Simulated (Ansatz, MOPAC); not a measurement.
System: HSiOF$_{2}$, net charge 1, singlet state. SMILES: [OH+]=[Si](F)F

Atoms: Si1, O2, F3, F4, H5. Bonds: Si1-O2, Si1-F3, Si1-F4, O2-H5.

Bond lengths (Å) and angles (degrees) optimised at PM3 with MOPAC; PM7 with MOPAC; HF/STO-3G with Ansatz (a first-principles code); B3LYP/LANL2DZ with Ansatz; B3LYP/6-31G* with Ansatz; MP2/6-31G* with Ansatz, each started from the B3LYP-D3(BJ)/def2-TZVP structure (Ansatz) of the last column. A row stands for all coordinates that are equal there; 7 of 8 kinds are shown. 6-31G* holds six Cartesian d functions. No wavenumbers were computed at HF/STO-3G, B3LYP/LANL2DZ, MP2/6-31G*, so these may be saddle points.

```
coordinate    PM3    PM7  HF/STO-3G  B3LYP/LANL2DZ  B3LYP/6-31G*  MP2/6-31G*  B3LYP-D3(BJ)/def2-TZVP
----------  -----  -----  ---------  -------------  ------------  ----------  ----------------------
Si1-O2      1.603  1.434      1.585          1.542         1.564       1.566                   1.548
Si1-F3      1.533  1.514      1.567          1.614         1.547       1.551                   1.532
Si1-F4      1.529  1.514      1.564          1.614         1.543       1.547                   1.528
O2-H5       0.945  1.033      0.983          0.969         0.977       0.980                   0.970
O2-Si1-F3   123.0  122.8      123.8          122.4         124.7       124.7                   124.8
O2-Si1-F4   117.9  122.3      117.6          122.4         117.9       118.0                   118.0
F3-Si1-F4   119.1  114.9      118.5          115.2         117.4       117.3                   117.2
```

Mean signed difference of all 4 bond lengths from B3LYP-D3(BJ)/def2-TZVP: PM3 0.008 Å, PM7 -0.021 Å, HF/STO-3G 0.030 Å, B3LYP/LANL2DZ 0.040 Å, B3LYP/6-31G* 0.013 Å, MP2/6-31G* 0.016 Å.
